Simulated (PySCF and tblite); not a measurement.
The numbers below are computed, except where a source is named.
System: CH4BClO, numbered as in [CH3:1][O:2][BH:3][Cl:4].

Geometries: PBE0-D3(BJ)/def2-SVP; energies: BHandHLYP/pcSseg-1 + D3(BJ); zero-point and thermal terms from GFN2-xTB harmonic modes (soft modes blended into free rotors). Rate constants are transition-state-theory values, counting equivalent paths, without tunnelling. Run with tblite and PySCF.

(1) How high is the barrier to the rotation about the B3–O2 bond (torsion Cl4–B3–O2–C1 from 0° to 180°, rising), through which structure does it pass, and what rate follows at 298 K?

## Answers

(1) The electronic barrier is 11.4 kcal/mol and ΔG‡(298 K) 9.9 kcal/mol, over a C1 saddle with an imaginary mode of 305i cm⁻¹ (GFN2-xTB). With 2 equivalent paths, k is 7.1×10⁵ s⁻¹, a mean lifetime of the start of 1.4 µs against this motion. The end lies 0.5 kcal/mol above the start in free energy.
